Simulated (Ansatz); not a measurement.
**Strength of the Sb–Si bond: C2H9SbSi → C2H6Sb + SiH3**

Species: C2H9SbSi `C[CH2][SbH][SiH3]`, singlet; C2H6Sb `C[CH2][SbH]`, doublet; SiH3 `[SiH3]`, doublet. 

Shapes, held fixed at every level: PBE0-D4/def2-TZVP. Flexible molecules stand in one conformer, not always the lowest. Programs: Ansatz 0.2.0. The zero-point and thermal change to 298 K, harmonic and unscaled (PBE0-D4/def2-TZVP), is -10.1 kJ/mol.

(1) Estimate ΔH(298 K) of this reaction.

Results:

(1) The highest level, CCSD(T)/def2-TZVPP, gives ΔH(298 K) = +237.5 kJ/mol; the levels span +211.8 to +243.8. The column of differences is taken from that level and isn't an error. No measured value is set beside it here. Open shells run unrestricted. For atoms past krypton def2 sets carry core potentials with scalar relativity. Outer-core shells of Sb are correlated in most correlated rows, in sets that cover them unevenly. Times are processor times on shared x86 and Arm servers, and rough.

```
                level                    kind  ΔH(298 K) (kJ/mol)  less CCSD(T)/def2-TZVPP  CPU time (sum over the molecules)
         MP2/def2-SVP     perturbation theory              +222.5                    -15.0                                  –
  B3LYP-D4/def2-TZVPP           global hybrid              +234.6                     -2.9                               43 s
  BHLYP-D4/def2-TZVPP           global hybrid              +232.3                     -5.2                               39 s
   PBE0-D4/def2-TZVPP           global hybrid              +240.9                     +3.4                               35 s
r2SCAN0-D4/def2-TZVPP           global hybrid              +226.6                    -10.9                               52 s
   wB97M-V/def2-TZVPP  range-separated hybrid              +243.8                     +6.3                            1.8 min
        CCSD/def2-SVP   coupled cluster or CI              +211.8                    -25.7                                  –
   CCSD(T)/def2-TZVPP   coupled cluster or CI              +237.5                      0.0                             30 min
```
